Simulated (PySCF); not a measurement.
Species: C2H11O2Si3 (doublet state).
SMILES with atom numbers: `[CH3:1][CH2:2][O:3][Si@@H:4]([SiH3:5])[O:6][SiH2:7]` (hydrogens: H8, H9, H10 on C1; H11, H12 on C2; H13 on Si4; H14, H15, H16 on Si5; H17, H18 on Si7)

Geometry (GFN2-xTB, Å), atoms numbered from 1 in this order:
```
atom  x, y, z in Å
C1     2.5517   -0.5633    0.2551
C2     1.9388   -0.1472   -1.0759
O3     0.7899    0.6216   -0.9016
Si4   -0.7427    0.1273   -0.7237
Si5   -1.1404   -1.1325    1.1535
O6    -1.5112    1.5473   -0.6018
Si7   -2.7379    2.4740   -0.1021
H8     1.8725   -1.2181    0.7963
H9     2.7420    0.3179    0.8623
H10    3.4892   -1.0856    0.0839
H11    1.7097   -1.0372   -1.6754
H12    2.6501    0.4701   -1.6366
H13   -1.2031   -0.4491   -1.9978
H14   -0.5046   -2.4600    1.0948
H15   -0.6530   -0.5414    2.4103
H16   -2.5721   -1.3814    1.3675
H17   -3.9697    1.9452   -0.6755
H18   -2.7179    2.5189    1.3552
```

The hyperfine couplings belong to this conformer and change with its torsions.

The calculation used UKS B3LYP, pcH-1 on C H O Si, non-relativistic, mean-field spin-orbit, GIAO (PySCF 2.14.0). Isolated species at its GFN2-xTB geometry (one conformer only). The geometry wasn't refined by DFT: couplings that depend on bond lengths, twists or pyramidal angles can differ widely from those at the functional's own minimum, by a factor of two or more for some ions and for spin on atoms past the first row. No stability test was run, so a lower SCF solution isn't excluded.

(1) The isotropic 17O couplings are -48.2, +0.7 MHz. Assign them to O3; O6.

(2) The isotropic 29Si couplings are -614.3, -18.1, -1.0 MHz. Assign them to Si4; Si5; Si7.

Answers

(1) 
```json
{"site": "O3", "a_iso (MHz)": "+0.7", "ρ(0) (bohr⁻³)": "-0.0012", "position": "3 bonds from Si7", "distance from Si7 (Å)": "4.06", "spin population": "0.00", "largest |T| (MHz)": "0.2"}
{"site": "O6", "a_iso (MHz)": "-48.2", "ρ(0) (bohr⁻³)": "+0.0793", "position": "1 bond from Si7", "distance from Si7 (Å)": "1.62", "spin population": "+0.04", "largest |T| (MHz)": "22.1"}
```

(2) 
```json
{"site": "Si4", "a_iso (MHz)": "-18.1", "ρ(0) (bohr⁻³)": "+0.0204", "position": "2 bonds from Si7", "distance from Si7 (Å)": "3.14", "spin population": "0.00", "largest |T| (MHz)": "5.1"}
{"site": "Si5", "a_iso (MHz)": "-1.0", "ρ(0) (bohr⁻³)": "+0.0011", "position": "3 bonds from Si7", "distance from Si7 (Å)": "4.14", "spin population": "0.00", "largest |T| (MHz)": "1.1"}
{"site": "Si7", "a_iso (MHz)": "-614.3", "ρ(0) (bohr⁻³)": "+0.6924", "position": "largest spin population", "distance from Si7 (Å)": "0.00", "spin population": "+0.89", "largest |T| (MHz)": "159.1"}
```

ρ(0) is the spin density at the nucleus and T the dipolar tensor; a_iso includes a spin–orbit part; entries for several nuclei are means. The largest Mulliken spin population is on Si7 (+0.89). The angles at Si7 add up to 331.2°, so it is pyramidal.

Examples of negative spin density at the nucleus (bohr⁻³): O3 (-0.0012).

Nuclei that the bonding pattern makes equivalent are averaged, as if the motion that swaps them (rotation, inversion, ring flip) were fast.
